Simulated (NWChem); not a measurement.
System: SiNH$_{4}$OCl; SMILES O[SiH](Cl)N

Parts of the log:

```
             Northwest Computational Chemistry Package (NWChem) 7.3.0
             --------------------------------------------------------

                             Geometry "geometry" -> ""
                             -------------------------

 Output coordinates in angstroms (scale by  1.889725989 to convert to a.u.)

  No.       Tag          Charge          X              Y              Z
 ---- ---------------- ---------- -------------- -------------- --------------
    1 Si                  14.0000    -0.07714900    -0.53321600    -0.40496700
    2 N                    7.0000     1.25007200    -1.34136100     0.28138500
    3 O                    8.0000    -1.43183400    -1.03026800     0.40079100
    4 Cl                  17.0000    -0.05548500     1.55076500    -0.21865000
    5 H                    1.0000    -0.07758900    -0.80039800    -1.86280900
    6 H                    1.0000     2.11483300    -1.45682400    -0.23236500
    7 H                    1.0000     1.38583500    -1.38529400     1.28457700
    8 H                    1.0000    -2.11895300    -0.36495800     0.50371200

 Effective nuclear repulsion energy (a.u.)     226.3576899307

                                 NWChem DFT Module
                                 -----------------

 Summary of "ao basis" -> "ao basis" (spherical)
 ------------------------------------------------------------------------------
       Tag                 Description            Shells   Functions and Types
 ---------------- ------------------------------  ------  ---------------------
 Si                          6-31g*                  8       18   4s3p1d
 N                           6-31g*                  6       14   3s2p1d
 O                           6-31g*                  6       14   3s2p1d
 Cl                          6-31g*                  8       18   4s3p1d
 H                           6-31g*                  2        2   2s

 in cosmo_initialize ...
 calling solv_data for solv:h2o

 solvent parameters
 solvname_short: h2o
 solvname_long:  water
 dielec:       78.4000
 dielecinf:     1.7769
 aqueous SMD model solvent descriptors
 dielec:       78.4000
 sola:          0.8200

          ---------------
          -cosmo- solvent
          ---------------
 Cosmo: York-Karplus, doi: 10.1021/jp992097l
 dielectric constant -eps-     =  78.40
 screen = (eps-1)/(eps    )    =   0.98724
 surface charge correction     = lagrangian

   van der Waals surface
 --------------------------

 ---------- ATOMIC COORDINATES (A.U.) ------------ VDWR(ANG.) --
     1   -0.14579047   -1.00763213   -0.76527666     2.470
     2    2.36229355   -2.53480474    0.53174055     1.890
     3   -2.70577392   -1.94692421    0.75738517     1.520
     4   -0.10485145    2.93052092   -0.41318859     2.380
     5   -0.14662195   -1.51253290   -3.52019858     1.200
     6    3.99645488   -2.75299817   -0.43910618     1.200
     7    2.61884842   -2.61782607    2.42749854     1.200
     8   -4.00424055   -0.68967062    0.95187766     1.200
 number of segments per atom =        128
 number of   points per atom =        128
 atom (   nspa,  nppa )
 ----------------------
    1 (     62,     0 )       0
    2 (     56,     0 )       0
    3 (     45,     0 )       0
    4 (     94,     0 )       0
    5 (     30,     0 )       0
    6 (     43,     0 )       0
    7 (     41,     0 )       0
    8 (     56,     0 )       0
 number of -cosmo- surface points =      427
 molecular surface =    124.993 angstrom**2
 molecular volume  =    115.140 angstrom**3
 -lineq- algorithm             =   0
 -bem- low  level              =   3
 -bem- from -octahedral-
 gaussian surface charge width =   4.50000
 degree of switching           =   1.00000
 switching function tolerance  =   0.00010
 atomic radii =
 --------------
    1 14.000  2.470
    2  7.000  1.890
    3  8.000  1.520
    4 17.000  2.380
    5  1.000  1.200
    6  1.000  1.200
    7  1.000  1.200
    8  1.000  1.200
 ...... end of -cosmo- initialization ......

 nat:                     8
 ixmem:                  3618
 calling mnsol_interface()
 G(SMD-CDS) energy (kcal/mol)  =     2.872
 SMD-CDS SASA (angstrom**2)    =   135.336

            General Information
            -------------------
          SCF calculation type: DFT
          Wavefunction type:  closed shell.
          No. of atoms     :     8
          No. of electrons :    50
           Alpha electrons :    25
            Beta electrons :    25
          Charge           :     0
          Spin multiplicity:     1
          Use of symmetry is: off; symmetry adaption is: off
          Maximum number of iterations: 150
          AO basis - number of functions:    72
                     number of shells:    36
          Convergence on energy requested:  1.00D-06
          Convergence on density requested:  1.00D-05
          Convergence on gradient requested:  5.00D-04

              XC Information
              --------------
                         PBE0 Method XC Functional
                     Hartree-Fock (Exact) Exchange  0.250
          PerdewBurkeErnzerhof Exchange Functional  0.750
            Perdew 1991 LDA Correlation Functional  1.000 local
           PerdewBurkeErnz. Correlation Functional  1.000 non-local

             Grid Information
             ----------------
          Grid used for XC integration:  medium
          Radial quadrature: Mura-Knowles
          Angular quadrature: Lebedev.
          Tag              B.-S. Rad. Rad. Pts. Rad. Cut. Ang. Pts.
          ---              ---------- --------- --------- ---------
          Si                  1.10       88           8.0       590
          N                   0.65       49          10.0       434
          O                   0.60       49          10.0       434
          Cl                  1.00       88          10.0       590
          H                   0.35       45          11.0       434
          Grid pruning is: on
          Number of quadrature shells:   454
          Spatial weights used:  Erf1

      Superposition of Atomic Density Guess
      -------------------------------------

 Sum of atomic energies:        -879.30891087

      Non-variational initial energy
      ------------------------------

 Total energy =    -880.695468
 1-e energy   =   -1664.737082
 2-e energy   =     557.683924
 HOMO         =      -0.359998
 LUMO         =       0.071758

   convergence    iter        energy       DeltaE   RMS-Dens  Diis-err
 ---------------- ----- ----------------- --------- --------- ---------
     COSMO gas phase
 d= 0,ls=0.0,diis     1   -881.6545102558 -1.11D+03  1.55D-02  7.28D-01
 d= 0,ls=0.0,diis     2   -881.6355048718  1.90D-02  8.51D-03  9.62D-01
 d= 0,ls=0.0,diis     3   -881.7314126501 -9.59D-02  1.73D-03  3.01D-02
 d= 0,ls=0.0,diis     4   -881.7339076079 -2.49D-03  6.93D-04  3.52D-03
 d= 0,ls=0.0,diis     5   -881.7343504203 -4.43D-04  1.06D-04  1.39D-04
  Resetting Diis
 d= 0,ls=0.0,diis     6   -881.7343638962 -1.35D-05  4.26D-05  1.40D-05
 d= 0,ls=0.0,diis     7   -881.7343655545 -1.66D-06  1.60D-05  5.21D-07
 d= 0,ls=0.0,diis     8   -881.7343655302  2.43D-08  8.64D-06  7.46D-07

   convergence    iter        energy       DeltaE   RMS-Dens  Diis-err
 ---------------- ----- ----------------- --------- --------- ---------
     COSMO solvation phase
 d= 0,ls=0.0,diis     1   -881.7445004422 -1.01D-02  1.91D-03  5.67D-03
 d= 0,ls=0.0,diis     2   -881.7458691663 -1.37D-03  4.46D-04  1.59D-03
 d= 0,ls=0.0,diis     3   -881.7459841471 -1.15D-04  2.10D-04  5.83D-04
 d= 0,ls=0.0,diis     4   -881.7460371370 -5.30D-05  6.04D-05  4.00D-05
 d= 0,ls=0.0,diis     5   -881.7460411845 -4.05D-06  1.52D-05  8.45D-07
 d= 0,ls=0.0,diis     6   -881.7460412803 -9.59D-08  4.26D-06  1.94D-07

         Total DFT energy =     -881.746041280348
      One electron energy =    -1668.568957920918
           Coulomb energy =      626.281424865070
    Exchange-Corr. energy =      -65.899301930942
 Nuclear repulsion energy =      226.357689930683

             COSMO energy =        0.083103775759

 Numeric. integr. density =       49.999997205974

                                COSMO-SMD solvation results
                                ---------------------------

             internal energy in gas <Psi(g)|H|Psi(g)> =      -881.734365530199
         internal energy in solvent <Psi(s)|H|Psi(s)> =      -881.732640085586
                               delta internal energy  =         0.001725444613 (    1.08 kcal/mol)
   total free energy in solvent <Psi(s)|H+V/2|Psi(s)> =      -881.750618452292
 polarization energy contribution <Psi(s)|V/2|Psi(s)> =        -0.017978366706 (  -11.28 kcal/mol)
    total free energy in solvent including G(SMD-CDS) =      -881.746041280348
                       G(SMD-CDS) energy contribution =         0.004577171944 (    2.87 kcal/mol)
     1 M fixed-concentration free energy of solvation =        -0.011675750149 (   -7.33 kcal/mol)

                       DFT Final Molecular Orbital Analysis
                       ------------------------------------

 Vector   23  Occ=2.000000D+00  E=-3.348693D-01
              MO Center= -4.8D-01,  4.8D-01, -9.0D-02, r^2= 3.3D+00
   Bfn.  Coefficient  Atom+Function         Bfn.  Coefficient  Atom+Function
  ----- ------------  ---------------      ----- ------------  ---------------
    53      0.463628  4 Cl px                36      0.259047  3 O  py
    57      0.248172  4 Cl px                55     -0.241515  4 Cl pz
    54      0.206809  4 Cl py                37      0.197991  3 O  pz
    35      0.195756  3 O  px                40      0.196263  3 O  py
    49     -0.181168  4 Cl px                41      0.157020  3 O  pz

 Vector   24  Occ=2.000000D+00  E=-3.281320D-01
              MO Center= -1.6D-01,  5.4D-01, -4.6D-01, r^2= 3.3D+00
   Bfn.  Coefficient  Atom+Function         Bfn.  Coefficient  Atom+Function
  ----- ------------  ---------------      ----- ------------  ---------------
    55      0.561422  4 Cl pz                59      0.314519  4 Cl pz
    66      0.281968  5 H  s                 51     -0.219560  4 Cl pz
    37      0.215476  3 O  pz                65      0.186483  5 H  s
    41      0.166209  3 O  pz                 9     -0.150305  1 Si pz
    24     -0.103279  2 N  s                 21      0.087971  2 N  px

 Vector   25  Occ=2.000000D+00  E=-2.816081D-01
              MO Center=  1.0D+00, -1.0D+00,  1.7D-01, r^2= 2.2D+00
   Bfn.  Coefficient  Atom+Function         Bfn.  Coefficient  Atom+Function
  ----- ------------  ---------------      ----- ------------  ---------------
    22      0.506546  2 N  py                26      0.437931  2 N  py
    53     -0.204448  4 Cl px                54      0.178069  4 Cl py
    21      0.170763  2 N  px                25      0.146638  2 N  px
    12      0.130420  1 Si py                58      0.131020  4 Cl py
    57     -0.110279  4 Cl px                56     -0.097771  4 Cl s

 Vector   26  Occ=0.000000D+00  E= 5.537393D-02
              MO Center= -6.2D-01, -3.5D-01, -4.2D-01, r^2= 4.2D+00
   Bfn.  Coefficient  Atom+Function         Bfn.  Coefficient  Atom+Function
  ----- ------------  ---------------      ----- ------------  ---------------
    11      1.055375  1 Si px                38      0.753493  3 O  s
    10     -0.546311  1 Si s                  7      0.306462  1 Si px
    13     -0.296284  1 Si pz                57     -0.249348  4 Cl px
    24     -0.231992  2 N  s                 58     -0.212849  4 Cl py
    56      0.196932  4 Cl s                 68     -0.190001  6 H  s

 Vector   27  Occ=0.000000D+00  E= 6.518885D-02
              MO Center=  3.0D-01,  3.6D-02, -3.4D-01, r^2= 4.1D+00
   Bfn.  Coefficient  Atom+Function         Bfn.  Coefficient  Atom+Function
  ----- ------------  ---------------      ----- ------------  ---------------
    10      1.076701  1 Si s                 12      0.781626  1 Si py
    56     -0.720056  4 Cl s                 58      0.664502  4 Cl py
    24     -0.534234  2 N  s                  8      0.462209  1 Si py
     6      0.365817  1 Si s                 66     -0.356854  5 H  s
    11      0.344856  1 Si px                26     -0.328641  2 N  py

 Vector   28  Occ=0.000000D+00  E= 7.498379D-02
              MO Center=  2.5D-01, -1.1D+00, -4.4D-02, r^2= 4.9D+00
   Bfn.  Coefficient  Atom+Function         Bfn.  Coefficient  Atom+Function
  ----- ------------  ---------------      ----- ------------  ---------------
    24      1.192965  2 N  s                 12      0.872257  1 Si py
    10     -0.472960  1 Si s                 38      0.469456  3 O  s
    11     -0.457571  1 Si px                72     -0.434499  8 H  s
    13     -0.407739  1 Si pz                56     -0.386757  4 Cl s
    70     -0.348441  7 H  s                 68     -0.346578  6 H  s

     Multipole analysis of the density
     ---------------------------------

     L   x y z        total         alpha         beta         nuclear
     -   - - -        -----         -----         ----         -------
     0   0 0 0     -0.000000    -25.000000    -25.000000     50.000000

     1   1 0 0      0.404464      3.436851      3.436851     -6.469237
     1   0 1 0     -0.340649      2.419700      2.419700     -5.180049
     1   0 0 1      0.166035      4.351389      4.351389     -8.536743

     2   2 0 0    -22.054669    -79.528654    -79.528654    137.002638
     2   1 1 0     -3.938050      6.937803      6.937803    -17.813656
     2   1 0 1      0.161102      2.078631      2.078631     -3.996161
     2   0 2 0    -33.192485   -142.949185   -142.949185    252.705885
     2   0 1 1      0.475733     15.987115     15.987115    -31.498497
     2   0 0 2    -26.892439    -31.972783    -31.972783     37.053126
```

Level: PBE0/6-31G* (spherical d), SMD on the gas-phase geometry. All runs use the structure optimised with PBE0/def2-SVP. Solvent: water.

Q: Which NWChem input produces such a log?

A: One answer among several that fit: the input that was run:
```
start job
memory heap 200 mb stack 900 mb global 1100 mb
geometry units angstroms noautosym nocenter noautoz
  Si    -0.077149    -0.533216    -0.404967
  N      1.250072    -1.341361     0.281385
  O     -1.431834    -1.030268     0.400791
  Cl    -0.055485     1.550765    -0.218650
  H     -0.077589    -0.800398    -1.862809
  H      2.114833    -1.456824    -0.232365
  H      1.385835    -1.385294     1.284577
  H     -2.118953    -0.364958     0.503712
end
basis spherical
  * library 6-31g*
end
dft
  xc pbe0
  iterations 150
end
cosmo
  do_cosmo_smd true
  solvent water
end
task dft energy
```
